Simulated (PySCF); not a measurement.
C6H9NO2.
Atom-mapped SMILES: `[CH2:1]=[C:2]([CH2:3][CH3:4])[C:5](=[O:6])[C:7]([NH2:8])=[O:9]` (hydrogens: H10, H11 on C1; H12, H13 on C3; H14, H15, H16 on C4; H17, H18 on N8)

Computed geometry: GFN2-xTB, gas phase.

Question: List the bond lengths, angles and torsions at this level.

Answer: 
```csv
bond,length (Å),order
C1=C2,1.333,double
C2–C3,1.499,single
C3–C4,1.529,single
C2–C5,1.476,single
C5=O6,1.215,double
C5–C7,1.543,single
C7–N8,1.345,single
C7=O9,1.212,double
C1–H10,1.077,single
C1–H11,1.077,single
"C3–H12, C3–H13",1.091,single
"C4–H14, C4–H15, C4–H16",1.088,single
N8–H17,1.006,single
N8–H18,1.009,single
```

Bonds in one row agree within 0.01 Å and their mean is given. Orders are formal, as drawn. A selection of angles:
```csv
angle,degrees
C1–C2–C3,123.5
C1–C2–C5,117.7
C3–C2–C5,118.8
C2–C3–C4,110.9
C2–C5–O6,123.3
C2–C5–C7,118.4
O6–C5–C7,118.2
C5–C7–N8,110.6
C5–C7–O9,124.7
N8–C7–O9,124.7
H17–N8–C7,120.5
H18–N8–C7,118.2
```

Dihedral angles: C1–C2–C3–C4 -118° (anticlinal); C1–C2–C5–O6 31° (synclinal); C2–C5–C7–N8 -164° (antiperiplanar). The mirror-image conformer, all signs reversed, is as good.

H18 on N8 lies 2.19 Å from O6, 4 bonds away (angle at H 104°; Bondi radii sum to 2.72 Å). N8 (amide nitrogen) is almost planar (angles 120.5°, 120.0° and 118.2°, sum 358.8°, 0.07 Å off the plane of its three neighbours). Of the pairs four or more bonds apart, those above aside, O9···H13 is among the closest relative to their van der Waals radii: 2.23 Å, 82 % of the sum of Bondi's values. The C–C distances run from 1.333 Å (C1=C2, drawn double) to 1.543 Å (C5–C7, drawn single), a spread of 0.210 Å.

Point group: C1 (no symmetry element, even within 0.4 Å). Stationary, but not proved a minimum. The numbers are those of one conformer (C1–C2–C3–C4 -118°, C1–C2–C5–O6 31°, C2–C5–C7–N8 -164°, C5–C7–N8–H -174° and -7°).
